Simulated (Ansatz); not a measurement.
`C[Si](C)(F)Cl` + H₂S → `C[Si](C)(S)Cl` + H–F at 400 K and 1 bar (ligand exchange at the Si–F bond).

Calculated with Ansatz (gas phase, PBE0-D4/def2-TZVP geometries, no zero-point term in ΔE). CCSD(T)/CBS is the MP2 limit (def2-TZVPP, def2-QZVPP) plus CCSD(T) − MP2 in def2-TZVPP, frozen cores. This one scheme is used for every species. Each species was taken in one conformer, which may not be the lowest.

```tsv
species	CCSD(T)/CBS energy (Eh)	H − E (kJ/mol)	S (J/(mol·K))
`C[Si](C)(F)Cl`	-928.52649	241.5	391.1
H₂S	-398.97279	53.4	215.9
`C[Si](C)(S)Cl`	-1227.07199	264.3	419.4
H–F	-100.39570	36.5	182.2
```

H − E and S are ideal-gas, rigid-rotor, harmonic terms from PBE0-D4/def2-TZVP, for one conformer and one mirror image of each species. 1 Eh = 2625.50 kJ/mol, R = 8.31446 J/(mol·K).

**Question.** By hand: ΔE, ΔH, ΔS and ΔG.

**Answer.** ΔE = (-1227.07199) + (-100.39570) − (-928.52649) − (-398.97279) = 0.03159 Eh = 82.9 kJ/mol. Δ(H − E) = 264.3 + 36.5 − 241.5 − 53.4 = 5.9, so ΔH = 88.8 kJ/mol. ΔS = 419.4 + 182.2 − 391.1 − 215.9 = -5.4 J/(mol·K). ΔG = 88.8 − 400 × (-5.4)/1000 = 91.0 kJ/mol.

**Question.** By hand: the equilibrium constant, and the temperature at which ΔG would vanish if ΔH and ΔS stayed fixed.

**Answer.** log₁₀ K = −ΔG/(RT ln 10) = -11.9. ΔH and −TΔS have one sign here, so there is no such temperature. One of them is within its doubt of zero, so this could turn.

The number of gas molecules stays the same, so ΔS is small and ΔH decides. A doubt of 5 kJ/mol in ΔE shifts log₁₀ K by 0.7 here. Other conformers and mirror images would add mixing entropy, several J/(mol·K) or more a flexible species. These are equilibria of isolated gas molecules and say nothing of rates. Largest T1 diagnostic: 0.010 (customary marks: 0.02 for closed shells, 0.045 for open ones).
